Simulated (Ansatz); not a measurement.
`O=C=[N][Al]([Cl])[Cl]` + ethylmethylamine → `CC[N](C)[Al]([Cl])[Cl]` + `N=C=O`  (ligand exchange at the Al–N bond)

Computed with Ansatz on PBE0-D4/def2-TZVP structures; ΔE is electronic, products minus reactants. CCSD(T)/CBS adds triple-zeta CCSD(T) − MP2 to the extrapolated MP2 energy (def2 sets, frozen cores). This one scheme is used for every species. DFT in def2-TZVPP. One conformer a species, not always the lowest.

`O=C=[N][Al]([Cl])[Cl]`:

Cartesian coordinates in Å:
```
O 0.579 -1.176 -2.677
C 0.352 -0.718 -1.633
N 0.119 -0.247 -0.558
Al -0.218 0.442 1.007
Cl -1.357 -0.612 2.373
Cl 0.524 2.311 1.489
```

`CCNC`:

Cartesian coordinates in Å:
```
C 0.000 -1.827 0.359
C -0.219 -0.337 0.513
N 0.422 0.399 -0.555
C 0.189 1.823 -0.483
H 1.067 -2.058 0.336
H -0.459 -2.376 1.183
H -0.445 -2.195 -0.571
H 0.215 0.004 1.460
H -1.302 -0.124 0.578
H 0.103 0.042 -1.447
H 0.645 2.319 -1.342
H -0.878 2.103 -0.449
H 0.661 2.225 0.418
```

`CC[N](C)[Al]([Cl])[Cl]`:

Cartesian coordinates in Å:
```
C 0.809 -0.550 -1.633
C 1.001 -0.286 -0.148
N -0.196 0.176 0.534
C -1.217 -0.838 0.689
Al -0.380 1.819 1.119
Cl 1.150 3.211 0.850
Cl -2.125 2.406 2.100
H 0.492 0.360 -2.148
H 0.060 -1.323 -1.817
H 1.746 -0.887 -2.083
H 1.359 -1.203 0.344
H 1.790 0.461 -0.019
H -0.819 -1.715 1.216
H -1.615 -1.180 -0.273
H -2.056 -0.452 1.270
```

`N=C=O`:

```xyz
4

N     0.478    0.565   -0.197
C    -0.422   -0.126    0.218
O    -1.346   -0.669    0.664
H     1.290    0.230   -0.685
```

```csv
species,ωB97M-V energy (Eh)
`O=C=[N][Al]([Cl])[Cl]`,-1331.13112
`CCNC`,-174.44394
`CC[N](C)[Al]([Cl])[Cl]`,-1336.84988
`N=C=O`,-168.70792
```

(1) Work out ΔE.

Largest T1 diagnostic among the species: 0.018.

Answers

(1) ΔE = (-1336.84988) + (-168.70792) − (-1331.13112) − (-174.44394) = 0.01726 Eh = +0.47 eV. CCSD(T)/CBS gives +0.46 eV.

From PBE to PBE0 (25 % exact exchange), in def2-TZVPP and without D4, ΔE moves by +0.07 eV. The D4 term adds −0.11 eV with B3LYP and −0.07 eV with PBE0; it sums over pairs of atoms, weighted by their polarisabilities, and B3LYP, whose exchange is more repulsive, gets the larger term. In def2-TZVPP, CCSD(T) changes the Hartree–Fock value by −0.34 eV (the triples alone add −0.05 eV) and MP2 by −0.35 eV.

B3LYP here is the variant with VWN-RPA as its local correlation; programs differ in this.
